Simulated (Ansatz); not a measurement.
## Two structures of CH3FOZn

Structure a is a singlet given by its coordinates and structure b is `C[O][Zn][F]`, a singlet. Both are isolated molecules in the gas phase, relaxed with r2SCAN-D4/def2-SVP.

a (Å):

```xyz
7

C     0.2464   -1.0639    0.2943
F     0.1375   -2.4590   -0.1770
O    -0.6683   -0.3661   -0.3718
Zn   -1.5067   -1.5753   -1.4719
H     0.0792   -1.1393    1.3889
H     1.3000   -0.7913    0.0768
H    -2.3665   -2.3148   -2.4673
```

Close contacts (Å): C1–F2 1.48, C1–O3 1.33, C1–Zn4 2.54, F2–Zn4 2.27, O3–Zn4 1.84, C1–H5 1.11, C1–H6 1.11, Zn4–H7 1.51.

b (Å):

```yaml
atoms:
  - { symbol: C, position_ang: [-0.9277, -1.3413, -0.5607] }
  - { symbol: F, position_ang: [-3.3840, 1.9042, 1.3005] }
  - { symbol: O, position_ang: [-1.5269, -0.9661, 0.6493] }
  - { symbol: Zn, position_ang: [-2.4521, 0.5057, 0.8972] }
  - { symbol: H, position_ang: [-0.1627, -0.6209, -0.9180] }
  - { symbol: H, position_ang: [-1.6540, -1.4872, -1.3872] }
  - { symbol: H, position_ang: [-0.4120, -2.3082, -0.4143] }
```

**Question.** Estimate which is lower in electronic energy at CCSD(T)/def2-TZVP, and by roughly how much.

**Answer.** The CCSD(T)/def2-TZVP calculation puts structure b lower, by 18.0 kcal/mol.

How the difference moves with the method:

```csv
level,geometry,E(b) − E(a) (kcal/mol),departure from the last row (kcal/mol),"job, with rough time for the two"
r2SCAN-D4/def2-SVP,r2SCAN-D4/def2-SVP,−10.7,+7.3,"optimisation, 12 s"
HF/def2-TZVP,r2SCAN-D4/def2-SVP,−17.1,+0.9,part of the CCSD(T) run
MP2/def2-TZVP,r2SCAN-D4/def2-SVP,−20.2,−2.2,part of the CCSD(T) run
CCSD(T)/def2-TZVP,r2SCAN-D4/def2-SVP,−18.0,,"single point, 3.2 min"
```

The levels shown agree on the order. The largest departure from CCSD(T)/def2-TZVP is that of r2SCAN-D4/def2-SVP, 7.3 kcal/mol. Levels run at GFN2-xTB geometries aren't shown.

With harmonic frequencies from r2SCAN-D4/def2-SVP (ideal gas, rigid rotor, one conformer each, 298.15 K, 1 atm): the zero-point term adds +1.8 kcal/mol; ΔH is −15.9 and ΔG −16.7 kcal/mol.

The correlated steps freeze 8 core orbitals; the last core shell of Zn is correlated, in a basis made for valence electrons. Run with Ansatz 0.2.0; the last row on 2 threads of Arm Neoverse V2 on a shared host.
